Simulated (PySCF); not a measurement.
## ECD: `C(C(=C=CC#C)B(C)C)#C`, C$_{9}$H$_{9}$B

Cartesian coordinates in Å; atom numbers follow the order of the lines, from 1:
```xyz
19

C     4.062   -1.615   -0.146
C     3.068   -1.183    0.399
C     1.907   -0.698    1.067
C     1.050    0.148    0.538
C     0.147    0.948   -0.004
C     0.252    2.369    0.133
C     0.293    3.578    0.221
B    -1.049    0.295   -0.823
C    -2.112    1.261   -1.448
C    -1.144   -1.258   -0.995
H     4.941   -1.992   -0.634
H     1.721   -1.052    2.091
H     0.340    4.648    0.307
H    -2.714    1.666   -0.612
H    -1.649    2.144   -1.916
H    -2.801    0.779   -2.156
H    -0.881   -1.479   -2.047
H    -2.182   -1.607   -0.877
H    -0.478   -1.854   -0.355
```

Level of theory: TDDFT CAM-B3LYP/aug-cc-pVDZ circular dichroism and optical rotation, one conformer, gas phase (PySCF 2.14.0). Geometry: PBE0-D3(BJ)/def2-SVP.

No stereocentre is labelled: unless the shape is locked (an allene, a helicene, a hindered biaryl), the mirror image is equally populated and a measured rotation or CD is zero.

(1) Which excitations and rotatory strengths does the calculation give?

Answers

(1) Rotatory strengths R in 10⁻⁴⁰ esu² cm², velocity form and length form (origin at the centre of mass); f in length form.
| state | E (eV) | λ (nm) | f | R (velocity) | R (length) | main |
| --- | --- | --- | --- | --- | --- | --- |
| 1 | 4.32 | 287 | 5e-05 | +1.6 | +1.6 | HOMO→LUMO 0.91 |
| 2 | 5.15 | 241 | 0.036 | -8.5 | -8.6 | HOMO−2→LUMO 0.77, HOMO−1→LUMO 0.09 |
| 3 | 5.18 | 239 | 0.360 | -18.8 | -19.0 | HOMO−1→LUMO 0.81, HOMO−2→LUMO 0.09 |
| 4 | 5.33 | 233 | 0.002 | +12.7 | +13.0 | HOMO−1→LUMO+1 0.72, HOMO−1→LUMO+2 0.14 |
| 5 | 5.65 | 219 | 0.269 | +40.3 | +41.4 | HOMO→LUMO+1 0.60, HOMO→LUMO+2 0.12 |
| 6 | 5.71 | 217 | 0.012 | -26.3 | -26.9 | HOMO−3→LUMO+1 0.60, HOMO−3→LUMO+2 0.18 |
| 7 | 6.04 | 205 | 6e-05 | -0.9 | -1.2 | HOMO→LUMO+12 0.15, HOMO→LUMO+11 0.13 |
| 8 | 6.11 | 203 | 0.003 | -21.2 | -21.3 | HOMO−4→LUMO 0.82 |
| 9 | 6.29 | 197 | 0.041 | +9.0 | +9.2 | HOMO−1→LUMO+8 0.28, HOMO−2→LUMO+1 0.13 |
| 10 | 6.37 | 195 | 0.019 | +30.0 | +30.0 | HOMO−1→LUMO+16 0.13, HOMO−1→LUMO+2 0.10 |
| 11 | 6.41 | 194 | 0.090 | +13.6 | +13.7 | HOMO−3→LUMO 0.67 |
| 12 | 6.44 | 193 | 0.008 | +11.0 | +11.3 | HOMO→LUMO+2 0.38, HOMO→LUMO+3 0.12 |

Among the states computed, the strongest CD band (largest |R|) is state 5. The largest dissymmetry factor in size, g = 4R/(D+G), with D and G the electric and magnetic dipole strengths, is +0.28 for state 1 (velocity form, f = 4e-05), among bands with |R| over 0.5. The mirror image has the same energies and oscillator strengths and all R with the opposite sign.
